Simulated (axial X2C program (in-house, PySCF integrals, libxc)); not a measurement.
**Testing model relations on RbSe⁺**

A bond curve at the CCSD(T) level, 2c, was computed with an in-house relativistic program for diatomic molecules (basis Rb dyall-cv3z [12s13p8d4f1g], Se dyall-cv3z [8s9p6d4f1g] (cores contracted in-house)) for the state Ω = 1 (⟨Sz⟩ = 0.94, ⟨Lz⟩ = 0.06 at HF). Its fit gives Re = 3.6227 Å, ωe = 69.8 cm⁻¹, ωexe = 0.592 cm⁻¹ and αe = 2.829e-04 cm⁻¹; the masses are 84.9118 and 79.9165 u. Two-component means X2C with spin–orbit coupling and atomic mean-field Coulomb and Gaunt terms.

Correlated methods: 14 electrons correlated (number of frozen shells: Rb 3 s, 2 p, 1 d; Se 3 s, 2 p, 1 d), 278 virtual spin orbitals or spinors in MP2, 90 natural virtuals in coupled cluster.

Q: Find the reduced mass, Be and the force constant.

A: From the CCSD(T) values: μ = 41.1692 u. Be = 16.8576/(μ Re²) = 0.0312 cm⁻¹. k = 5.8918×10⁻⁷ μ ωe² = 0.118 mdyn/Å.

Q: A Morse curve ties αe to the other constants (Pekeris). How well does that hold?

A: αe(Morse) = 6Be²/ωe × (√(ωexe/Be) − 1) = 2.808e-04 cm⁻¹; the CCSD(T) curve gives 2.829e-04 cm⁻¹, a ratio of 0.99.

Q: Where do the fundamental and the first overtone lie?

A: ν(1←0) = ωe − 2ωexe = 68.6 cm⁻¹; ν(2←0) = 2ωe − 6ωexe = 136.0 cm⁻¹.

Q: Estimate the centrifugal constant by the Kratzer relation.

A: D = 4Be³/ωe² = 2.49e-08 cm⁻¹.

Q: Estimate De from a Morse curve and compare with the computed well depth of 0.219 eV to Rb+ + Se.

A: De(Morse) = ωe²/(4ωexe) = 0.255 eV against 0.219 eV computed, a ratio of 1.16. The extrapolation overshoots: the well softens faster than a Morse curve, or the lowest atomic limit lies below the one to which the curve heads.

The state is a single determinant with fixed occupations, the lowest that a limited PBE0 search found. De is counted from the lowest determinant-based energies of the atoms at the same level, without counterpoise correction. CCSD and (T) use frozen natural virtuals with an MP2 correction for the truncation; (T) itself is uncorrected, so its De runs slightly low. Other states lie close and PBE0, whose exact exchange favours high spin, may order them wrongly; the determinant shown need not be the ground state. The nearest other 2c determinant of the search, Ω = 2, lies 0.26 eV up at the distance of the search. With several unpaired electrons one determinant need not be a pure state. Open-shell Ω = 0 determinants with evenly filled partner blocks cannot be reached by this program, so the Ω shown need not be the lowest component. This is the Ω = 1 component of a π² triplet; the 0⁺ component is not one determinant and can lie lowest. The bond is weak, and without diffuse functions and with truncated virtuals even CCSD(T) can be tens of per cent off in De.
